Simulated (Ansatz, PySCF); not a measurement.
Bond stretch in H₃FGe, SMILES [F][GeH3]. The Ge1–F5 bond (Ge1 also carries H, H, H; F5 carries nothing else) is pulled apart rigidly from the PBE0/def2-TZVP optimised geometry.

Levels: UHF/cc-pVDZ (PySCF); RHF/cc-pVDZ (PySCF); UKS-M06-2X = unrestricted M06-2X/cc-pVDZ in PySCF; RKS-M06-2X = PySCF with restricted M06-2X/cc-pVDZ; UKS-B3LYP = PySCF with unrestricted B3LYP/cc-pVDZ; RKS-B3LYP = PySCF with restricted B3LYP/cc-pVDZ; UKS-BHandHLYP = unrestricted BHandHLYP/cc-pVDZ (PySCF); RKS-BHandHLYP = PySCF with restricted BHandHLYP/cc-pVDZ; UKS-PBE = unrestricted PBE/cc-pVDZ (Ansatz, a first-principles code); RKS-PBE = restricted PBE/cc-pVDZ in Ansatz; UKS-B3LYP/6-31G* = unrestricted B3LYP/6-31G*, spherical d in PySCF 2.14.0; RKS-B3LYP/6-31G* = restricted B3LYP/6-31G*, spherical d run with PySCF 2.14.0.

Scanned distances (Å): 1.40, 1.47, 1.57, 1.62, 1.69, 1.74, 1.80, 1.84, 1.90, 2.03, 2.16, 2.34, 2.60, 2.85, 3.13, 3.50, 3.82, 4.23, 4.74, 5.28, 6.15.

**Question.** Where does the unrestricted solution first break spin symmetry (<S²> of 0.01 or more)?

**Answer.** UHF: between 2.34 and 2.60 Å; UKS-M06-2X: between 2.60 and 2.85 Å; UKS-B3LYP: between 2.60 and 2.85 Å; UKS-BHandHLYP: between 2.34 and 2.60 Å; UKS-PBE: between 2.85 and 3.13 Å; UKS-B3LYP/6-31G*: between 2.60 and 2.85 Å.

```
R / Å  <S²> UHF  E(RHF) − E(UHF) / eV  <S²> UKS-M06-2X  E(RKS-M06-2X) − E(UKS-M06-2X) / eV  <S²> UKS-B3LYP  E(RKS-B3LYP) − E(UKS-B3LYP) / eV  <S²> UKS-BHandHLYP  E(RKS-BHandHLYP) − E(UKS-BHandHLYP) / eV  <S²> UKS-PBE  E(RKS-PBE) − E(UKS-PBE) / eV  <S²> UKS-B3LYP/6-31G*  E(RKS-B3LYP/6-31G*) − E(UKS-B3LYP/6-31G*) / eV
-----  --------  --------------------  ---------------  ----------------------------------  --------------  --------------------------------  ------------------  ----------------------------------------  ------------  ----------------------------  ---------------------  ----------------------------------------------
1.40       0.00                 0.000             0.00                               0.000            0.00                             0.000                0.00                                     0.000          0.00                         0.000                   0.00                                           0.000
1.47       0.00                 0.000             0.00                               0.000            0.00                             0.000                0.00                                     0.000          0.00                         0.000                   0.00                                           0.000
1.57       0.00                 0.000             0.00                               0.000            0.00                             0.000                0.00                                     0.000          0.00                         0.000                   0.00                                           0.000
1.62       0.00                 0.000             0.00                               0.000            0.00                             0.000                0.00                                     0.000          0.00                         0.000                   0.00                                           0.000
1.69       0.00                 0.000             0.00                               0.000            0.00                             0.000                0.00                                     0.000          0.00                         0.000                   0.00                                           0.000
1.74       0.00                 0.000             0.00                               0.000            0.00                             0.000                0.00                                     0.000          0.00                         0.000                   0.00                                           0.000
1.80       0.00                 0.000             0.00                               0.000            0.00                             0.000                0.00                                     0.000          0.00                         0.000                   0.00                                           0.000
1.84       0.00                 0.000             0.00                               0.000            0.00                             0.000                0.00                                     0.000          0.00                         0.000                   0.00                                           0.000
1.90       0.00                 0.000             0.00                               0.000            0.00                             0.000                0.00                                     0.000          0.00                         0.000                   0.00                                           0.000
2.03       0.00                 0.000             0.00                               0.000            0.00                             0.000                0.00                                     0.000          0.00                         0.000                   0.00                                           0.000
2.16       0.00                 0.000             0.00                               0.000            0.00                             0.000                0.00                                     0.000          0.00                         0.000                   0.00                                           0.000
2.34       0.00                 0.000             0.00                               0.000            0.00                             0.000                0.00                                     0.000          0.00                         0.000                   0.00                                           0.000
2.60       0.63                 0.339             0.00                               0.000            0.00                             0.000                0.15                                     0.018          0.00                         0.000                   0.00                                           0.000
2.85       0.85                 1.057             0.35                               0.088            0.23                             0.041                0.48                                     0.248          0.00                         0.000                   0.24                                           0.046
3.13       0.94                 1.871             0.63                               0.423            0.48                             0.225                0.69                                     0.634          0.27                         0.042                   0.49                                           0.236
3.50       0.99                 2.807             0.81                               0.896            0.65                             0.514                0.86                                     1.164          0.52                         0.199                   0.66                                           0.526
3.82       1.00                 3.462             0.91                               1.267            0.74                             0.736                0.93                                     1.574          0.63                         0.337                   0.75                                           0.748
4.23       1.00                 4.107             0.98                               1.685            0.80                             0.958                0.98                                     1.998          0.71                         0.476                   0.81                                           0.972
4.74       1.01                 4.667             1.00                               2.071            0.85                             1.149                1.00                                     2.373          0.75                         0.592                   0.85                                           1.165
5.28       1.01                 5.062             1.00                               2.341            0.88                             1.278                1.00                                     2.631          0.78                         0.663                   0.88                                           1.294
6.15       1.01                 5.455             1.00                               2.593            0.90                             1.394                1.00                                     2.868          0.80                         0.717                   0.90                                           1.414
```
